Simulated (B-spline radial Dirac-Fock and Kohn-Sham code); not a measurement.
Er¹⁹⁺: eigenvalues, ΔSCF and the reference

System: the Er¹⁹⁺ ion, [Kr] 4d10 4f3.

The density-functional columns are spherical, spin-unpolarised Dirac-Kohn-Sham results without Breit or QED terms: −ε is minus the orbital energy of the initial state and ΔSCF the difference of two total energies. The reference in the last column comes from relaxed Dirac-Fock hole states (ΔSCF) with Breit and QED corrections and a finite nucleus. All numbers are from a B-spline atomic structure program, in eV; a selection of levels is shown. For the 1s level of heavy atoms much of the gap between ΔSCF and the reference is the Breit and QED part, -263.5 eV here; for other levels the error of the functional can be larger.

| level | LDA −ε | LDA ΔSCF | Dirac-Fock |
| --- | --- | --- | --- |
| K (1s) | 57740.4 | 58249.1 | 57998.5 |
| L1 (2s) | 10111.9 | 10215.7 | 10276.5 |
| L2 (2p1/2) | 9659.1 | 9787.8 | 9782.1 |
| L3 (2p3/2) | 8743.6 | 8858.9 | 8876.2 |
| M1 (3s) | 2656.5 | 2696.5 | 2745.4 |
| M2 (3p1/2) | 2457.3 | 2499.2 | 2530.2 |
| M3 (3p3/2) | 2264.7 | 2304.3 | 2336.5 |
| M4 (3d3/2) | 1922.3 | 1967.1 | 1973.5 |
| M5 (3d5/2) | 1880.2 | 1924.2 | 1932.3 |
| N1 (4s) | 899.3 | 920.7 | 943.9 |
| N2 (4p1/2) | 818.4 | 839.7 | 854.9 |
| N3 (4p3/2) | 770.4 | 790.9 | 806.8 |
| N4 (4d3/2) | 635.7 | 655.9 | 657.4 |
| N5 (4d5/2) | 626.3 | 646.2 | 648.1 |
| N6,7 (4f) | 459.0 | 478.9 | 476.3 |

Values without a named source are computed, but for edge energies of neutral atoms, which are taken from tables.
